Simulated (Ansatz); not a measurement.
`O[SiH](O)[GeH3]` + `O[SiH]([SiH3])S` → `O[SiH]([SiH3])[GeH3]` + `O[SiH](O)S`  (redistribution)

Calculated with Ansatz (gas phase, PBE0-D4/def2-TZVP geometries, no zero-point term in ΔE). CCSD(T)/CBS is the MP2 limit (def2-TZVPP, def2-QZVPP) plus CCSD(T) − MP2 in def2-TZVPP, frozen cores. Functionals use def2-TZVPP. For Ge outer-core shells are correlated without core-valence functions, which leaves a few kJ/mol of doubt a bond. Scalar relativity is left out up to krypton. One conformer a species, not always the lowest.

`O[SiH](O)[GeH3]`:

Cartesian coordinates in Å:
```
O -0.709 -1.932 -0.103
Si 0.375 -0.807 0.412
O 0.224 -0.421 2.004
Ge 0.170 1.170 -0.914
H -1.600 -1.654 -0.317
H 1.693 -1.464 0.299
H -0.453 0.202 2.267
H -1.235 1.785 -0.722
H 0.339 0.878 -2.415
H 1.196 2.243 -0.511
```

`O[SiH]([SiH3])S`:

```xyz
10

O    -0.625   -1.816   -0.170
Si   -0.456   -0.263    0.355
Si    1.627    0.465   -0.408
S    -1.958    1.051   -0.440
H    -1.500   -2.206   -0.128
H    -0.603   -0.178    1.835
H     1.951    1.764    0.239
H     1.577    0.655   -1.882
H     2.690   -0.522   -0.079
H    -2.702    1.050    0.677
```

`O[SiH]([SiH3])[GeH3]`:

Z-matrix (Å, degrees):
```
Si
Si 1 2.338
Ge 1 2.389 2 110.7
O 1 1.658 2 107.0 3 122.2
H 1 1.495 2 109.5 3 -117.5
H 2 1.489 1 108.1 3 58.6
H 2 1.487 1 110.4 3 -60.2
H 2 1.487 1 111.6 3 178.3
H 3 1.542 1 110.8 2 173.4
H 3 1.539 1 110.4 2 -67.2
H 3 1.539 1 111.6 2 53.3
H 4 0.959 1 117.4 2 179.9
```

`O[SiH](O)S`:

Cartesian coordinates in Å:
```
O 0.807 0.704 -1.012
Si 0.384 -0.320 0.199
O -0.356 -1.584 -0.514
S -0.786 0.718 1.656
H 1.000 1.608 -0.759
H 1.522 -0.863 0.966
H -0.870 -1.409 -1.305
H -1.701 1.145 0.769
```

```json
{"level": "ωB97X-V", "ΔE (kcal/mol)": "-2.5"}
{"level": "PBE", "ΔE (kcal/mol)": "-2.0"}
{"level": "r2SCAN", "ΔE (kcal/mol)": "-2.7"}
{"level": "PBE0", "ΔE (kcal/mol)": "-2.6"}
```

Question: What does CCSD(T)/CBS give? (Estimate.)

Answer: The calculation gave: -2.7 kcal/mol. The listed levels differ from it by 0.2, 0.7, 0.0, 0.1 kcal/mol.

Largest T1 diagnostic among the species: 0.013.
